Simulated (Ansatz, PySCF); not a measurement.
System: BeO, charge 0, multiplicity 1. 
Geometry from a B3LYP-D3(BJ)/def2-TZVP (Ansatz, an electronic-structure program) optimisation:
```
Be
O 1 1.3266
```

Wanted: atomisation energy (electronic, to ground-state atoms), in eV. Cores are frozen in the correlated levels unless marked. Open shells are spin-unrestricted. Spin-orbit coupling is left out. Non-relativistic. The coupled-cluster limit lacks core correlation, which all-electron functionals hold. Basis-set limits of correlation are two-point, X^-3; Hartree-Fock from the larger set.

```
level                                        program  atomisation energy (eV)
------------------------------------  --------------  -----------------------
BP86-D4/def2-TZVPD                     PySCF + dftd4                     5.15
PBE0/def2-QZVPP                               Ansatz                     4.58
TPSSh-D3(BJ)/def2-TZVPD                PySCF + dftd3                     4.48
CAM-B3LYP-D3(BJ)/def2-TZVPD           Ansatz + dftd3                     4.66
PBE-QIDH/def2-TZVPD                           Ansatz                     4.40
CCSDT(Q)/def2-SVP                             Ansatz                     3.48
CCSD(T)/CBS(def2-TZVPPD,def2-QZVPPD)          Ansatz                     4.53
```

The T1 diagnostic of CCSD in the largest basis is 0.039, which is high, so the coupled-cluster rows are less sure than usual.
